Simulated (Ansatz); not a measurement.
One geometry of Sn5Cl4⁺, several levels of theory.

```yaml
crystal:
  periodic: [false, false, false]
  atoms:
    - {symbol: Sn, position_ang: [3.394490, -0.651455, 0.181134]}
    - {symbol: Sn, position_ang: [-2.113470, 2.178516, -0.303356]}
    - {symbol: Sn, position_ang: [0.597680, -1.753516, 0.348044]}
    - {symbol: Sn, position_ang: [0.985630, 1.355119, -0.077188]}
    - {symbol: Sn, position_ang: [-0.862966, -0.488024, -1.968328]}
    - {symbol: Cl, position_ang: [2.320136, -0.353988, -2.168571]}
    - {symbol: Cl, position_ang: [-2.970166, -0.231568, -0.283565]}
    - {symbol: Cl, position_ang: [-0.607655, -1.991341, 2.388694]}
    - {symbol: Cl, position_ang: [-0.743691, 1.936247, 1.883126]}
basis:
  gaussian: {orbitals: def2-SVP, initial_orbitals: start.molden}
total_charge: 1
magnetization: {spin_polarized: true, initial_magnetization: 1}
correlation: {method: mp2}
scf: {omitted_lower_state_checks: [starts]}
output: {orbitals: {seedname: orbitals}}
```

The file start.molden holds the orbitals of an earlier run on this structure, at another level or in another basis.

```sh
$ ansatz run in.yaml --threads 6 --pin off --events-out ev --progress --plain --max-ram 7833MiB
```

Output, abridged:

```
Functional definition: HF
2344 factors; integrals over basis functions are off by at most 2.8e-4 eV
mean field evaluation 1: about -79026.1901 eV, gradient 1.9e1 eV
mean field evaluation 2: about -79027.9332 eV, gradient 1.6e0 eV
mean field evaluation 4: about -79028.0428 eV, gradient 1.8e-1 eV
mean field evaluation 8: about -79028.0434 eV, gradient 6.6e-5 eV
mean field -79028.04338734 eV, -2904.2270273531 hartree, gradient 1.6e-6 eV, S^2 0.818614; 0 other end points of the search recorded, 0 dependent functions left out
40 core orbitals not correlated: weight in the atoms' cores, before any rotation towards them, 1.000 or more for the frozen orbitals, at most 0.000 for the correlated occupied ones
reference -79028.04338734 eV, -2904.2270273531 hartree; 49, 48 occupied and 113, 114 virtual orbitals, 2344 factors
second order -27.06208185 eV of doubles, -0.00000000 eV of singles
Total energy: -79055.10546920 eV, -2905.2215405180 hartree
Checks for a lower state left out: starts
```

Run time 39 s (6 threads of Intel Xeon on a shared host), peak host memory 1.4 GiB.

First input, but with `hamiltonian: {xc: pbe, dispersion: d4}`, `output: {forces: true, orbitals: {seedname: orbitals}}` and without the key `correlation` (abridged; 20 s):

```
Functional definition: PBE
mean field -79214.43820423 eV, -2911.0769105306 hartree, gradient 8.5e-6 eV, S^2 0.753585
Total energy: -79215.27989260 eV, -2911.1078420078 hartree
Atom 0 force    -0.008593     0.006663     0.007848 eV/Å
Atom 1 force     0.005380    -0.001586    -0.006737 eV/Å
Atom 2 force    -0.016124    -0.008717    -0.005524 eV/Å
Atom 3 force     0.015526     0.013306    -0.003105 eV/Å
Atom 4 force     0.011559    -0.003996     0.000887 eV/Å
Atom 5 force    -0.000288     0.003057    -0.013215 eV/Å
Atom 6 force    -0.006824    -0.004780     0.009110 eV/Å
Atom 7 force     0.000019    -0.001352     0.004203 eV/Å
Atom 8 force    -0.000655    -0.002595     0.006532 eV/Å
Dipole moment:     0.307078     0.452260    -0.417488 e Å
Checks for a lower state left out: starts
```

As the first input, with `hamiltonian: {xc: r2scan, dispersion: d4}` and without the key `correlation` (abridged; 32 s):

```
Functional definition: r2SCAN
mean field -79242.56301708 eV, -2912.1104783391 hartree, gradient 1.3e-5 eV, S^2 0.760884
Total energy: -79242.74984282 eV, -2912.1173440585 hartree
Checks for a lower state left out: starts
```

First input, but with `hamiltonian: {xc: pbe0, dispersion: d4}` and without the key `correlation` (abridged; 31 s):

```
Functional definition: PBE0
mean field -79218.94920143 eV, -2911.2426866203 hartree, gradient 2.0e-5 eV, S^2 0.759119
Total energy: -79219.69827457 eV, -2911.2702145504 hartree
Checks for a lower state left out: starts
```

The first input with `hamiltonian: {xc: {name: PBE-QIDH}}` and without the key `correlation`, `output` (abridged; 54 s):

```
Functional definition: PBE-QIDH
mean field -79159.03430039 eV, -2909.0408546188 hartree, gradient 2.7e-6 eV, S^2 0.780946
40 core orbitals not correlated: weight in the atoms' cores, before any rotation towards them, 1.000 or more for the frozen orbitals, at most 0.000 for the correlated occupied ones
second order -31.43674805 eV of doubles, -0.00000000 eV of singles
Total energy: -79169.51323136 eV, -2909.4259482292 hartree
Checks for a lower state left out: starts
```

Geometry: PBE-D4/def2-SVP.

In the def2 sets Sn takes a core potential; there is no spin–orbit coupling. Correlated methods freeze 40 core orbitals; core or outer-core shells of Sn are correlated, in sets that lack core-valence functions. Another isomer (doublet) lies 0.54 eV lower at PBE0-D4/def2-SVP; other spin states weren't run for this one.
